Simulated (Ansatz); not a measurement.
Program: Ansatz 0.2.0.

A structure relaxed at PBE0-D4/def2-TZVP, charge 0, multiplicity 1:

```xyz
18

C     2.030    1.959    0.625
O     1.358    1.009   -0.169
Si   -0.189    1.194   -0.691
C    -0.704   -0.469   -1.376
C    -0.353   -1.675   -0.491
Si   -1.196   -1.761    1.139
F    -0.659   -0.690    2.169
F    -2.753   -1.528    1.006
F    -0.991   -3.179    1.805
H     2.215    2.885    0.069
H     2.991    1.538    0.924
H     1.459    2.199    1.529
H    -0.283    2.235   -1.753
H    -1.059    1.612    0.445
H    -1.781   -0.432   -1.575
H    -0.221   -0.584   -2.352
H     0.724   -1.700   -0.296
H    -0.589   -2.612   -1.009
```

**Question.** Give its formula and SMILES.

**Answer.** C3H9F3OSi2, `CO[SiH2]CC[Si](F)(F)F`.

**Question.** Point group (tolerance 0.08 Å, 0.16 Å for H)?

**Answer.** C1.

**Question.** Summarise the bond lengths by kind.

**Answer.** 1 × C–O 1.408 Å; 7 × C–H 1.091 to 1.096 Å; 1 × O–Si 1.644 Å; 2 × C–Si 1.837 to 1.870 Å; 2 × H–Si 1.491 Å; 1 × C–C 1.536 Å; 3 × F–Si 1.580 to 1.581 Å.
